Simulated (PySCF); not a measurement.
This script is equivalent to a calculation on Re (rhenium, neutral).

```python
from pyscf import gto, scf, dft, mp, cc
import basis_set_exchange as bse
txt = bse.get_basis("aug-cc-pVDZ-PP", elements=["Re"], fmt="nwchem", header=False)
cut = txt.index("\nECP")
mol = gto.M(atom="Re 0 0 0", charge=0, spin=5, symmetry="D2h",
            basis=gto.basis.parse(txt[:cut]),
            ecp={"Re": gto.basis.parse_ecp(txt[cut:])})
mf = scf.UHF(mol)
mf.irrep_nelec = {'Ag': (4, 2), 'B1g': (1, 0), 'B2g': (1, 0), 'B3g': (1, 0), 'B1u': (1, 1), 'B2u': (1, 1), 'B3u': (1, 1)}
mf.kernel()
```

Problem. What total energy does it give?

Solution. -77.83475 hartree (calculated).

Problem. Which occupied shell lies highest, and where?

Solution. 6s β, at -6.100 eV.

Problem. What is ⟨S²⟩, and what would a pure spin state give?

Solution. 8.795, against 8.75.

Energies and moments cover only the electrons outside the core potential. Spin-orbit coupling, which splits the p, d and f shells strongly at this Z, is absent.
